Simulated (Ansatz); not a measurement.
`C[CH2][Al]([CH3])[SH]`. Total charge 0; spin multiplicity 1.

Z-matrix (Å, degrees):
```
C
C 1 1.526
H 1 1.094 2 111.7
H 1 1.094 2 112.2 3 120.1
H 1 1.094 2 111.7 3 -119.7
Al 2 1.960 1 117.4 3 59.9
H 2 1.098 1 110.2 3 -62.9
H 2 1.098 1 110.2 3 -177.4
S 6 2.195 2 119.3 1 0.3
C 6 1.949 2 123.8 1 -179.6
H 9 1.344 6 94.1 2 -0.0
H 10 1.095 6 110.9 2 60.7
H 10 1.095 6 111.0 2 -57.6
H 10 1.092 6 112.5 2 -178.6
```

(1) List the harmonic frequencies (cm⁻¹, unscaled) at PBE0-D4/def2-TZVP in Ansatz. (An estimate is asked.)

(2) Is this a minimum?

(3) Give the ideal-gas thermochemistry at 298.15 K and 1 bar (rigid rotor, harmonic oscillator; point group Cs, symmetry number 1).

Answers

(1) The calculation gave: 42, 54, 109, 145, 153, 234, 279, 298, 426, 563, 583, 618, 655, 671, 736, 926, 963, 1042, 1220, 1223, 1253, 1406, 1434, 1440, 1442, 1493, 1501, 2710, 3016, 3034, 3037, 3049, 3096, 3106, 3109, 3132.

(2) Yes, all 36 modes are real.

(3) Zero-point energy 288.3 kJ/mol; H(298) − E = 315.0 kJ/mol; entropy 397.2 J/(mol·K), of which translation 166.8, rotation 117.2, vibration 113.2; G(298) − E = 196.6 kJ/mol. Modes under 100 cm⁻¹ are hindered rotations or soft bends, so the harmonic entropy is rough.
